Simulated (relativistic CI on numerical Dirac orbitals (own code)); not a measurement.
**Ir XXX: computed level list**

Calculated at this level of theory: Dirac-Coulomb-Breit CI, KLI orbitals optimised for each configuration, QED by a radiative potential, unscaled Slater integrals (own radial code, finite nucleus).

Configurations in the expansion (outside the closed core [Ar] 3d10): 4s²4p⁶4d¹⁰4f², 4s²4p⁶4d⁹4f³, 4s²4p⁶4d¹⁰4f5s, 4s²4p⁶4d¹⁰4f5p, 4s²4p⁶4d¹⁰5s², 4s²4p⁵4d¹⁰4f³, 4s²4p⁶4d¹⁰5s5p, 4s²4p⁶4d¹⁰4f5d, 4s²4p⁶4d¹⁰5p², 4s²4p⁶4d¹⁰5s5d, 4s4p⁶4d¹⁰4f³, 4s²4p⁶4d⁹4f²5s, 4s²4p⁶4d⁹4f5s², 4s²4p⁶4d¹⁰5p5d, 4s²4p⁶4d¹⁰4f5f, 4s²4p⁶4d⁹4f²5p. Levels of other configurations are missing.

The lowest level is 4s²4p⁶4d¹⁰4f² ³H4, with 87 % of that term; Hund's rules for 4s²4p⁶4d¹⁰4f² give ³H with J = 4, in agreement.

```tsv
No.	Configuration	Term	J	E (eV)	%	jj configuration (%)
1	4s²4p⁶4d¹⁰4f²	³H	4	0.000	87	4f5/2^2 (98)
2	4s²4p⁶4d¹⁰4f²	³F	2	2.758	85	4f5/2^2 (88)
3	4s²4p⁶4d¹⁰4f²	³H	5	4.255	100	4f5/2 4f7/2 (100)
4	4s²4p⁶4d¹⁰4f²	¹G	4	6.011	47	4f5/2 4f7/2 (98)
5	4s²4p⁶4d¹⁰4f²	³F	3	6.098	100	4f5/2 4f7/2 (100)
6	4s²4p⁶4d¹⁰4f²	³H	6	7.698	90	4f7/2^2 (58)
7	4s²4p⁶4d¹⁰4f²	¹D	2	10.676	51	4f5/2 4f7/2 (81)
8	4s²4p⁶4d¹⁰4f²	³P	0	10.689	91	4f5/2^2 (84)
9	4s²4p⁶4d¹⁰4f²	³F	4	10.915	57	4f7/2^2 (100)
10	4s²4p⁶4d¹⁰4f²	³P	1	12.833	100	4f5/2 4f7/2 (100)
11	4s²4p⁶4d¹⁰4f²	¹I	6	13.349	90	4f5/2 4f7/2 (58)
12	4s²4p⁶4d¹⁰4f²	³P	2	16.163	63	4f7/2^2 (91)
13	4s²4p⁶4d¹⁰4f²	¹S	0	26.630	91	4f7/2^2 (84)
14	4s²4p⁶4d¹⁰4f5s	³F°	2	167.596	99	4f5/2 5s (99)
15	4s²4p⁶4d¹⁰4f5s	³F°	3	168.046	68	4f5/2 5s (98)
16	4s²4p⁶4d¹⁰4f5s	³F°	4	172.388	99	4f7/2 5s (99)
17	4s²4p⁶4d¹⁰4f5s	¹F°	3	173.156	68	4f7/2 5s (98)
18	4d⁹4f³(4I°)	⁵H°	3	209.039	48	4d5/2^5 4f5/2^3 (72)
19	4d⁹4f³(4I°)	⁵H°	4	209.252	46	4d5/2^5 4f5/2^3 (75)
20	4d⁹4f³(4I°)	⁵G°	2	209.776	91	4d5/2^5 4f5/2^3 (69)
21	4d⁹4f³(4I°)	⁵H°	5	211.041	43	4d5/2^5 4f5/2^3 (47)
22	4d⁹4f³(4F°)	⁵D°	2	212.680	31	4d5/2^5 4f5/2^3 (70)
23	4d⁹4f³(4I°)	⁵I°	6	213.231	32	4d5/2^5 4f5/2^2 4f7/2 (50)
24	4d⁹4f³(4F°)	⁵D°	1	213.350	50	4d5/2^5 4f5/2^3 (69)
25	4d⁹4f³(4I°)	⁵G°	5	213.547	25	4d5/2^5 4f5/2^2 4f7/2 (45)
26	4d⁹4f³(4I°)	⁵L°	7	213.805	35	4d5/2^5 4f5/2^3 (74)
27	4d⁹4f³(4F°)	⁵D°	4	213.903	32	4d5/2^5 4f5/2^2 4f7/2 (72)
28	4d⁹4f³(4F°)	⁵D°	3	214.063	42	4d5/2^5 4f5/2^2 4f7/2 (85)
29	4d⁹4f³(4I°)	⁵G°	3	214.443	51	4d5/2^5 4f5/2^2 4f7/2 (80)
30	4d⁹4f³(4I°)	⁵H°	6	214.535	35	4d5/2^5 4f5/2^3 (46)
31	4d⁹4f³(4I°)	⁵G°	4	214.557	38	4d5/2^5 4f5/2^2 4f7/2 (72)
32	4d⁹4f³(4G°)	⁵D°	0	214.891	86	4d5/2^5 4f5/2^2 4f7/2 (49)
33	4d⁹4f³(4I°)	⁵L°	8	215.694	57	4d5/2^5 4f5/2^2 4f7/2 (89)
34	4d⁹4f³(4I°)	⁵I°	7	216.131	40	4d5/2^5 4f5/2^2 4f7/2 (48)
35	4d⁹4f³(2D°)	³G°	4	216.167	26	4d5/2^5 4f5/2^3 (57)
36	4s²4p⁶4d¹⁰4f5p	³G	3	216.238	70	4f5/2 5p1/2 (99)
37	4d⁹4f³(4F°)	⁵D°	2	216.524	27	4d5/2^5 4f5/2^2 4f7/2 (66)
38	4d⁹4f³(4F°)	⁵G°	6	216.628	52	4d5/2^5 4f5/2^2 4f7/2 (51)
39	4d⁹4f³(2G°)	³F°	3	216.778	39	4d5/2^5 4f5/2^2 4f7/2 (55)
40	4d⁹4f³(4I°)	³I°	5	216.916	32	4d5/2^5 4f5/2^2 4f7/2 (81)
41	4s²4p⁶4d¹⁰4f5p	³F	2	217.032	51	4f5/2 5p1/2 (99)
42	4d⁹4f³(4F°)	⁵F°	5	217.093	35	4d5/2^5 4f5/2^2 4f7/2 (81)
43	4d⁹4f³(4I°)	⁵L°	9	217.239	68	4d5/2^5 4f5/2 4f7/2^2 (52)
44	4d⁹4f³(4G°)	⁵H°	7	217.507	39	4d5/2^5 4f5/2^2 4f7/2 (64)
45	4d⁹4f³(4F°)	⁵F°	4	217.613	31	4d5/2^5 4f5/2^2 4f7/2 (70)
```

Energies count from the lowest computed level; ° marks odd parity. Percentages are summed over parent terms; the parents shown are those of the largest component, closed shells are left out there. Filled j subshells are mostly left out of the jj labels.

The mean weight of the leading LS term, summed over parents, in these 45 levels is 59 %, and that of the leading jj configuration (from the same eigenvectors) 76 %, so jj coupling describes them better and the LS labels are nominal.

At this charge energies of transitions that change n are usually good to better than 1 %, and those within a shell (Δn = 0) to a few per cent. Terms inside the open d or f shell come out 10 to 20 % too wide with unscaled integrals.

Landé's interval rule says that E(J) − E(J−1) = AJ with one A. For the ground term the intervals give A = 6863.0, 4628.9 cm⁻¹ for J = 5, 6; the multiplet is regular.

LS names give the leading component of a level, which can be under half, so a name can repeat, a term be missing and a line seem to break the LS rules.
